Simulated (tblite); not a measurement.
Species: C5H6N2PSi (doublet state).
Structure used (GFN2-xTB), in Å, numbered top down from 1:
```xyz
15
C5H6N2PSi angstrom
C     -2.3618    2.1187   -1.0616
C     -1.9883    1.0590   -0.6341
C     -1.5941   -0.1888   -0.1373
N     -2.4005   -1.1832    0.1695
C     -1.6144   -2.1637    0.5944
C     -0.3062   -1.8203    0.5683
N     -0.2766   -0.5183    0.0889
Si     1.1140    0.5085   -0.1948
P      2.8789   -0.7571    0.3318
H     -2.6829    3.0449   -1.4349
H      0.5909   -2.3440    0.8277
H      1.1490    0.8254   -1.6232
H      0.9048    1.7168    0.6080
H      3.7926    0.2688    0.1744
H      2.7903   -0.5587    1.7009
```

Method: GFN2-xTB as coded in tblite; computed harmonic values from a numerical Hessian at the method's own geometry, unscaled. The method is semi-empirical: single wavenumbers can be off by several per cent or more. Modes of hydrogen on phosphorus and silicon can be 10 to 20 % off. One conformer, not necessarily the lowest. Open shells enter through the occupations alone, without spin polarisation, and single modes of such species can be off by tens of per cent.

Harmonic wavenumbers (cm⁻¹): 30.0, 83.7, 111.2, 119.3, 139.1, 160.6, 220.0, 381.5, 418.7, 432.9, 476.5, 521.9, 535.8, 576.5, 603.1, 621.9, 658.9, 672.7, 674.3, 694.2, 723.9, 738.3, 774.3, 829.3, 1064.7, 1089.3, 1134.8, 1227.2, 1292.7, 1337.8, 1440.0, 1495.6, 2235.4, 2242.2, 2258.5, 2301.6, 2385.0, 3163.6, 3395.7.

A = 2078, B = 837.0, C = 603.4 MHz; mass 153.004 u (most abundant isotopes); point group C1, symmetry number 1; spin multiplicity 2.

Q: What is the zero-point energy?

A: Half the sum of the wavenumbers: 19631 cm⁻¹ = 56.13 kcal/mol.

Q: Give the ideal-gas entropy at 298.15 K and 1 bar in the rigid-rotor, harmonic-oscillator model (classical rotation).

A: Translation 41.01, rotation 30.11, vibration 31.95, spin (R ln 2) 1.38: S = 104.4 cal/(mol K).

Q: And Cp and H(298.15 K) − H(0)?

A: Cp = 40.35 cal/(mol K), of which vibrations give 32.40 (their classical limit is 39 R = 77.5); H(298.15 K) − H(0) = 7.31 kcal/mol without the zero-point energy, 4.94 from vibrations.

Q: Blend soft modes into free rotors: weight 1/[1 + (100 cm⁻¹/ν̃)⁴] for the oscillator and the rest for a rotor with moment μB/(μ + B), μ = h/(8π²ν), B = 10⁻⁴⁴ kg m². What vibrational entropy results?

A: 29.27 cal/(mol K) in place of 31.95, which changes −T·S at 298.15 K by +0.80 kcal/mol.

Q: How do the functions run with temperature in this model?

A: 
```tsv
T (K)	S (cal/(mol K))	Cp (cal/(mol K))	H − H(0) (kcal/mol)	G − H(0) (kcal/mol)	ln q(vib)
150	82.6	24.6	2.46	-9.93	3.56
250	97.8	35.7	5.48	-18.96	6.39
400	117.5	48.5	11.85	-35.14	10.56
600	139.4	59.2	22.71	-60.90	15.80
900	165.3	68.6	42.02	-106.77	22.80
```

q(vib) and H(0) count from the zero-point level.

Hindered rotation and anharmonicity are outside this model. Other conformers, if any are populated, would add a mixing term that is left out. The structure is chiral; the term R ln 2 for an equal mix with its mirror image is left out.
